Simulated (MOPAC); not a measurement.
Input for MOPAC: PM6 on Al2, 2S+1 = 3, a point of a bond scan (R = 3.031 Å).

```
PM6 1SCF PRECISE CHARGE=0 UHF MS=1 THREADS=1
Al2

Al    -0.00000000 1    -0.00000000 1    -1.37770259 1
Al     0.00000000 1     0.00000000 1     1.65324311 1
```

Output:

```
*******************************************************************************
 **                                                                           **
 **                              MOPAC v23.2.5                                **
 **                                                                           **
 *******************************************************************************
 ** MOPAC's Digital Object Identifier: https://doi.org/10.5281/zenodo.6511958 **
 **                                                                           **
 ** Please cite the open-source release paper for use of this MOPAC version:  **
 ** J. E. Moussa and J. J. P. Stewart (2026)                                  **
 ** MOPAC: An open-source semiempirical molecular orbital program             **
 ** J. Open Source Softw., 11(119), 8025, https://doi.org/10.21105/joss.08025 **
 *******************************************************************************

                              PM6 CALCULATION RESULTS

 *******************************************************************************
 *  PM6        - The PM6 Hamiltonian to be used
 *  UHF        - UNRESTRICTED HARTREE-FOCK CALCULATION
 *
 *
 *
 *                 CHARGE ON SYSTEM = 0
 *
 *
 *
 *  MS=        - IN MECI, MAGNETIC COMPONENT OF SPIN =  1.0
 *  PRECISE    - TIGHTER CRITERIA TO BE USED
 *  1SCF       - DO 1 SCF AND THEN STOP
 *  THREADS=1  - MULTI-THREADING NOT USED
 *  T=         - A TIME OF 172800.0 SECONDS REQUESTED
 *  DUMP=N     - RESTART FILE WRITTEN EVERY 7200.0 SECONDS REQUESTED
 *******************************************************************************
PM6 1SCF PRECISE CHARGE=0 UHF MS=1 THREADS=1
 Al2

   ATOM   CHEMICAL          X               Y               Z
  NUMBER   SYMBOL      (ANGSTROMS)     (ANGSTROMS)     (ANGSTROMS)

     1      Al         -0.00000000  *  -0.00000000  *  -1.37770259  *
     2      Al          0.00000000  *   0.00000000  *   1.65324311  *



          CARTESIAN COORDINATES

    NO.       ATOM           X           Y           Z

     1        Al         -0.0000     -0.0000     -1.3777
     2        Al          0.0000      0.0000      1.6532

 General Reference for PM6:
 "Optimization of Parameters for Semiempirical Methods V: Modification of NDDO Approximations
 and Application to 70 Elements", J. J. P. Stewart, J. Mol. Mod., 13, 1173-1213 (2007)
 URL: https://link.springer.com/article/10.1007/s00894-007-0233-4

           Empirical Formula: Al2  =     2 atoms



      MOLECULAR POINT GROUP   :   D*h


          UHF CALCULATION, NO. OF ALPHA ELECTRONS =    4
                           NO. OF BETA  ELECTRONS =    2

 -------------------------------------------------------------------------------
 PM6 1SCF PRECISE CHARGE=0 UHF MS=1 THREADS=1
 Al2



     1SCF WAS SPECIFIED, SO BFGS WAS NOT USED
     SCF FIELD WAS ACHIEVED


                              PM6 CALCULATION
                                                       MOPAC v23.2.5 Linux




          FINAL HEAT OF FORMATION =        168.95380 KCAL/MOL =     706.90269 KJ/MOL


          COSMO AREA              =        117.11 SQUARE ANGSTROMS
          COSMO VOLUME            =        108.07 CUBIC ANGSTROMS

          IONIZATION POTENTIAL    =          4.799738 EV
          ALPHA SOMO LUMO (EV)    =         -4.800 -0.501
          BETA  SOMO LUMO (EV)    =        -10.355  0.293
          NO. OF ALPHA ELECTRONS  =          4
          NO. OF BETA  ELECTRONS  =          2
          MOLECULAR WEIGHT        =         53.9631         POINT GROUP:  D*h

          MOLECULAR DIMENSIONS (Angstroms)

            Atom       Atom       Distance
           Al     2   Al     1     3.03095
           Al     2   Al     1     0.00000
           Al     1   Al     2     0.00000


          SCF CALCULATIONS        =          1





   ATOM   CHEMICAL          X               Y               Z
  NUMBER   SYMBOL      (ANGSTROMS)     (ANGSTROMS)     (ANGSTROMS)

     1      Al         -0.00000000  *  -0.00000000  *  -1.37770259  *
     2      Al          0.00000000  *   0.00000000  *   1.65324311  *

                             CARTESIAN COORDINATES

   1   Al       -0.000000000    -0.000000000    -1.377702590
   2   Al        0.000000000     0.000000000     1.653243110


           Empirical Formula: Al2  =     2 atoms



      MOLECULAR POINT GROUP   :   D*h


          ALPHA EIGENVALUES
 -11.41068 -10.71351  -6.13439  -4.79974  -0.50149   0.52366   0.95226   1.05758
 111.43610 112.51376 113.13419 115.73859 115.92317 118.47456 118.58500 120.30539
 121.13628 121.94842


           BETA EIGENVALUES
 -10.66457 -10.35521   0.29301   0.56691   1.09005   1.41089   1.93184   3.07426
 115.64427 117.33640 117.47470 118.82316 119.58188 121.33020 121.55215 124.94285
 125.14829 126.63605


              NET ATOMIC CHARGES AND DIPOLE CONTRIBUTIONS

  ATOM NO.   TYPE          CHARGE      No. of ELECS.   s-Pop       p-Pop       d-Pop
    1         Al          -0.000000        3.0000     1.97627     1.02091     0.00282
    2         Al           0.000000        3.0000     1.97627     1.02091     0.00282
 DIPOLE           X         Y         Z       TOTAL
 POINT-CHG.     0.000     0.000     0.000     0.000
 HYBRID        -0.000     0.000     0.000     0.000
 SUM           -0.000     0.000     0.000     0.000


          ATOMIC ORBITAL ELECTRON POPULATIONS

     Atom    s        px        py        pz      x^2-y^2     xz        z^2       yz        xy
    1 Al   1.97627   0.49972   0.00000   0.52119   0.00049   0.00028   0.00205   0.00000   0.00000
    2 Al   1.97627   0.49972   0.00000   0.52119   0.00049   0.00028   0.00205   0.00000   0.00000


                    (SZ)    =    1.000000
                    (S**2)  =    2.006250


          ATOMIC ORBITAL SPIN POPULATIONS

    Atom   Total    s     px     py     pz   x^2-y^2  xz     z^2    yz     xy
         Atomic
    1 Al  1.0000 -0.007  0.500  0.000  0.506  0.000  0.000  0.001  0.000  0.000
    2 Al  1.0000 -0.007  0.500  0.000  0.506  0.000  0.000  0.001  0.000  0.000

 **********************
 *                    *
 * JOB ENDED NORMALLY *
 *                    *
 **********************




 == MOPAC DONE ==
```

The run finished.

Cost: roughly 0.03 core-seconds.
